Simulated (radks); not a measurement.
Species: the bismuth ion Bi58+. Configuration: [Ar] 3d7.

Calculated with a radial shooting solver on a logarithmic mesh with Libxc functionals: Dirac Kohn-Sham, BLYP, spin-unpolarised, spherical densities, finite nucleus; open shells fill j = l - 1/2 first; Fermi nuclear charge, rms radius 5.5211 fm.

Energy parts (hartree):
total: -18521.6734
kinetic: 22052.0040
electron-nucleus: -43032.9154
Hartree: 2717.2137
exchange-correlation: -257.9758

Orbitals (lengths in bohr, moments of r in powers of bohr; <r^-3> diverges for s and p1/2; r(90%) holds 90 % of the orbital's charge):
orbital  occ.  eigenvalue (hartree)  r(90%)      <r>  <r^-3>  small-component weight
1s1/2       2             -3463.727  0.0290  0.01579       -                1.01e-01
2s1/2       2             -732.9012   0.103  0.06553       -                2.34e-02
2p1/2       2             -710.7352  0.0898  0.05366       -                2.35e-02
2p3/2       4             -624.7684   0.102  0.06259   24650                2.06e-02
3s1/2       2             -268.9825   0.243   0.1654       -                8.45e-03
3p1/2       2             -259.5714   0.234   0.1555       -                8.39e-03
3p3/2       4             -238.6813   0.253   0.1701    6401                7.61e-03
3d3/2       4             -224.2380   0.225   0.1465    1137                7.43e-03
3d5/2       3             -219.6563   0.231   0.1509   925.3                7.23e-03

The highest occupied level is 3d5/2 at -5977.2 eV. The electron density at the nucleus is 2.951e+06 e/bohr^3.
